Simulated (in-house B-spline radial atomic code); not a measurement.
Radial electron density of the cadmium ion Cd⁴⁺, [Kr] 4d8. Method: Dirac-Kohn-Sham relativistic LDA, spherical fractional occupations, Fermi nucleus of rms radius 4.6087 fm. Calculated with a B-spline radial code for spherical atoms.

Columns: r (bohr), 4πr²n(r) (electrons per bohr), bar.

```
 0.00111    1.614 #
 0.00135    2.276 #
 0.00164    3.188 ##
 0.00199    4.429 ###
 0.00242    6.132 ###
 0.00294      8.4 #####
 0.00357    11.38 ######
 0.00434    15.24 #########
 0.00528    20.11 ###########
 0.00642    26.01 ###############
 0.00781    32.89 ###################
 0.00949     40.4 #######################
  0.0115    47.89 ###########################
   0.014    54.79 ###############################
  0.0171     59.9 ##################################
  0.0207    62.05 ###################################
  0.0252    61.13 ###################################
  0.0307    57.81 #################################
  0.0373    54.39 ###############################
  0.0453    53.78 ##############################
  0.0551    58.19 #################################
   0.067    66.91 ######################################
  0.0814    75.41 ###########################################
   0.099    77.64 ############################################
    0.12    70.97 ########################################
   0.146    59.58 ##################################
   0.178    52.95 ##############################
   0.216    56.09 ################################
   0.263    62.49 ###################################
    0.32    59.92 ##################################
   0.389    45.02 ##########################
   0.472     27.6 ################
   0.574    18.56 ###########
   0.698    18.68 ###########
   0.849    19.92 ###########
    1.03    16.95 ##########
    1.25    11.08 ######
    1.53    5.463 ###
    1.85    2.223 #
    2.26   0.6577 
    2.74   0.1476 
    3.33  0.02149 
    4.05 0.001833
```

On this grid the curve has 4 maxima, near 0.0207, 0.099, 0.263, 0.849 bohr.

The 4d3/2 radial function P(r) = rR(r), positive near the nucleus, with its small component Q(r) (sign convention: Q ≈ (P' + κP/r)/2c):

```csv
r (bohr),P,Q
0.00949,0.001069,0.001704
0.014,0.003015,0.003368
0.0207,0.008399,0.006426
0.0307,0.02273,0.01163
0.0453,0.05716,0.01922
0.067,0.1319,0.02822
0.099,0.2654,0.03463
0.146,0.4372,0.03213
0.216,0.5295,0.01709
0.32,0.3317,-0.003925
0.472,-0.2233,-0.01664
0.698,-0.83,-0.01468
1.03,-1,-0.006049
1.53,-0.6826,-0.0005871
2.26,-0.2676,0.0005399
3.33,-0.04996,0.0001946
```
